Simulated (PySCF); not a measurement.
A GIAO shielding run with PySCF 2.14.0 with density-fitted response routines (density fitting, non-relativistic, gas phase) on SMILES [Si@H](CCC)(NC)[C@H]1C[C@@H]1F, C$_{7}$H$_{16}$FNSi:

```
$ OMP_NUM_THREADS=1 python probes_run.py task.json out

{"job": {"kind": "nmr", "xc": "PBE0", "basis": "pcSseg-1"}, "charge": 0, "multiplicity": 1}
C      3.751322    -0.444781    -0.326760
C      2.320896    -0.431054     0.190797
C      1.445354     0.633862    -0.469796
Si    -0.322384     0.682959     0.166989
N     -1.189093     1.883210    -0.732878
C     -2.619638     2.071814    -0.691722
C     -1.206667    -0.950309    -0.027177
C     -1.025356    -2.087179     0.971463
C     -2.305639    -1.351260     0.906422
F     -3.382219    -1.983787     0.372678
H      3.779171    -0.640343    -1.410915
H      4.246946     0.524366    -0.154671
H      4.355882    -1.221044     0.167427
H      2.328376    -0.276627     1.284337
H      1.866502    -1.425035     0.036476
H      1.898200     1.632728    -0.326966
H      1.406885     0.474777    -1.562480
H     -0.281898     0.917827     1.659634
H     -0.677134     2.714324    -1.007731
H     -2.992303     2.509992    -1.632850
H     -3.123321     1.099074    -0.578101
H     -2.970219     2.719144     0.136719
H     -1.383548    -1.284997    -1.056323
H     -1.028765    -3.102788     0.567475
H     -0.374239    -1.939249     1.838709
H     -2.597673    -0.687047     1.728126
```

Hardware: 1 thread of an Arm Neoverse N1, shared host. The job also computes population analyses, field gradients, ring-centre shieldings.

Q: How large is the calculation?

A: 88 electrons, 257 basis functions and 1347 auxiliary functions.

Q: How long does it take, and how much memory does it need?

A: 2.4 min of wall time, with 12 SCF cycles and 4 response iterations; peak memory 1.3 GiB. Times on a shared host scatter by some tens of per cent.
